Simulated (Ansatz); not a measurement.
Au₄F₃. Charge 0, multiplicity 2. Geometry PBE-D4/def2-SVP, basis def2-TZVP, Ansatz.

```tsv
atom	x (Å)	y (Å)	z (Å)
Au1	1.3310	-0.9194	2.5061
Au2	-0.5616	0.4212	-1.9490
Au3	-0.6655	0.3985	0.6729
Au4	1.5862	-1.0072	-0.0886
F5	-0.6502	0.3177	2.7513
F6	1.1349	-0.6606	-2.2449
F7	-2.1748	1.4498	-1.6480
```

```tsv
run	HOMO (eV)	LUMO (eV)
A	-6.74	-6.03
B	-7.42	-5.36
C	-7.64	-5.33
D	-6.51	-6.10
E	-9.32	-1.85
```

In the def2 sets Au takes a core potential; there is no spin–orbit coupling. No other spin state of charge 0 was run. Another isomer (doublet) lies 0.14 eV lower at PBE0-D4/def2-TZVP; other spin states weren't run for this one.

HOMO and LUMO are taken over both spins.

Q: The runs used HF, PBE, PBE0, r2SCAN, r2SCAN0. Estimate which is which.

A: A r2SCAN (0 % exact exchange); B PBE0 (25 % exact exchange); C r2SCAN0 (25 % exact exchange); D PBE (0 % exact exchange); E HF (100 % exact exchange). Exact exchange lowers occupied and raises empty levels; among semilocal functionals meta-GGAs tend to open the gap a little, and such runs are hard to tell apart. The gap grows from 0.42 eV (PBE) to 7.47 eV (HF). At HF/def2-TZVP the charge 0 doublet is spin-contaminated (final ⟨S²⟩ up to 0.84, 0.75 for a pure state).
